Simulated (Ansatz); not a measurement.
C2H9NOSi can be A, `CO[SiH](C)N`, or B, `CC(O)N[SiH3]`.

Computed with Ansatz on PBE0-D4/def2-TZVP structures; ΔE is electronic, products minus reactants. CBS: MP2 limit from def2 TZ/QZ plus the TZ coupled-cluster correction, frozen cores. DFT in def2-TZVPP. B3LYP here is the variant with VWN-RPA as its local correlation; programs differ in this. One conformer a species, not always the lowest.

Which isomer does CCSD(T)/CBS put lower? Give the gap. (Best estimate.)

Ansatz gave: A, by 43.1 kcal/mol.

Give E(B) − E(A) in kcal/mol with B2PLYP, HF/def2-TZVPP, ωB97M-V, CCSD(T)/def2-TZVPP, B3LYP, PBE-D4, PBE0-D4. (An estimate is asked.)

Ansatz gave: B2PLYP 43.6, HF/def2-TZVPP 43.9, ωB97M-V 43.2, CCSD(T)/def2-TZVPP 42.2, B3LYP 43.2, PBE-D4 40.5, PBE0-D4 41.4. None reverses the order clearly.

Largest T1 diagnostic: 0.011.

From PBE to PBE0 (25 % exact exchange), in def2-TZVPP and without D4, E(B) − E(A) moves by +0.9 kcal/mol.
